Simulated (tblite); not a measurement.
Input of a run (GFN2-xTB geometry optimisation, gas phase (tblite 0.8.0)), started from a force field or distance geometry:
```
{"job": {"kind": "relax", "xc": "GFN2-xTB", "basis": "xTB"}, "charge": 0, "multiplicity": 2}
Si     1.830900     0.406400     0.034600
C      0.116200     0.096600    -0.637000
C     -0.372000    -1.250300    -0.115300
C     -1.491900    -0.698500     0.734900
Si    -1.213600     1.040700     0.240600
H      2.784700    -0.436200    -0.692900
H      1.871800     0.133000     1.483000
H      2.173700     1.825100    -0.146400
H      0.015600     0.178900    -1.714900
H     -0.744400    -1.872900    -0.969700
H      0.383500    -1.794400     0.484300
H     -2.494600    -1.134700     0.588500
H     -0.681400     1.843800     1.337600
H     -2.179200     1.662100    -0.649400
```

Output (eV, eV/Å):
```
step      E/eV     max force
  0    -390.29630    1.757
  1    -390.38917    0.662
  2    -390.43735    0.582
  3    -390.48339    0.538
  4    -390.52267    0.499
  5    -390.55621    0.475
  6    -390.57885    0.383
  7    -390.59627    0.368
  8    -390.61078    0.380
  9    -390.62784    0.397
 10    -390.64311    0.380
 11    -390.65230    0.224
 12    -390.65771    0.212
 13    -390.66268    0.244
 14    -390.66814    0.258
 15    -390.67300    0.231
 16    -390.67683    0.153
 17    -390.68013    0.171
 18    -390.68342    0.173
 19    -390.68629    0.126
 20    -390.68814    0.087
 21    -390.68939    0.082
 22    -390.69073    0.105
 23    -390.69225    0.101
 24    -390.69357    0.117
 25    -390.69451    0.079
 26    -390.69513    0.066
 27    -390.69561    0.071
 28    -390.69616    0.074
 29    -390.69671    0.056
 30    -390.69719    0.058
 31    -390.69767    0.050
 32    -390.69813    0.062
 33    -390.69856    0.064
 34    -390.69893    0.053
 35    -390.69927    0.046
 36    -390.69956    0.046
 37    -390.69977    0.036
 38    -390.69988    0.021
 39    -390.69995    0.022
 40    -390.70004    0.026
 41    -390.70014    0.030
 42    -390.70025    0.029
 43    -390.70033    0.023
 44    -390.70040    0.028
 45    -390.70047    0.028
 46    -390.70056    0.023
 47    -390.70064    0.026
 48    -390.70071    0.022
 49    -390.70076    0.022
 50    -390.70083    0.022
 51    -390.70092    0.029
 52    -390.70103    0.028
 53    -390.70112    0.020
 54    -390.70118    0.018
 55    -390.70124    0.019
 56    -390.70130    0.022
 57    -390.70135    0.020
 58    -390.70139    0.020
 59    -390.70144    0.019
 60    -390.70151    0.025
 61    -390.70160    0.027
 62    -390.70169    0.021
 63    -390.70174    0.016
 64    -390.70177    0.015
 65    -390.70181    0.020
 66    -390.70188    0.029
 67    -390.70198    0.030
 68    -390.70206    0.018
 69    -390.70210    0.015
 70    -390.70213    0.017
 71    -390.70217    0.020
 72    -390.70223    0.026
 73    -390.70231    0.024
 74    -390.70239    0.023
 75    -390.70247    0.023
 76    -390.70257    0.025
 77    -390.70269    0.031
 78    -390.70281    0.025
 79    -390.70287    0.016
 80    -390.70291    0.017
 81    -390.70295    0.016
 82    -390.70300    0.020
 83    -390.70305    0.017
 84    -390.70308    0.014
 85    -390.70309    0.006
```

Problem. Summarise the run.

Solution. The energy falls by 9.4 kcal/mol over 85 L-BFGS steps, the largest force on an atom goes from 1.76 to 0.006 eV/Å, and the atoms move by 0.225 Å rms after alignment. The bond that changes most is C2–Si5 (ends: carbon bonded to C, 2 Si and H; silicon bonded to 2 C and 2 H), which lengthens by 0.079 Å. Bonds longer at the end by more than 0.005 Å: 7 of 14; shorter: 6. Among the angles that change most is Si5–C4–H12, from 118.6° to 139.6°. Among the dihedrals that turn most is H12–C4–Si5–H13, from 125° to 63°. The energy never rose by more than 1e-5 eV on the way. The first step brought 23 % of the lowering.

Problem. What are the final bond lengths?

Solution. Si1–C2 1.889 Å, C2–C3 1.547 Å, C3–C4 1.483 Å, C4–Si5 1.851 Å, C2–Si5 1.931 Å, Si1–H6 1.468 Å, Si1–H7 1.466 Å, Si1–H8 1.464 Å, C2–H9 1.092 Å, C3–H10 1.096 Å, C3–H11 1.098 Å, C4–H12 1.078 Å, Si5–H13 1.466 Å, Si5–H14 1.468 Å. Numbering counts from 1 in the input's order; the species is `[CH]1C[C@@H]([SiH2]1)[SiH3]` [radical].

On one thread, Arm Neoverse V2 (aarch64) (shared host), this took 0.36 s of wall time.

Its GFN2-xTB frequencies are all real (lowest 71 cm⁻¹).

The numbers are calculated, not measured.
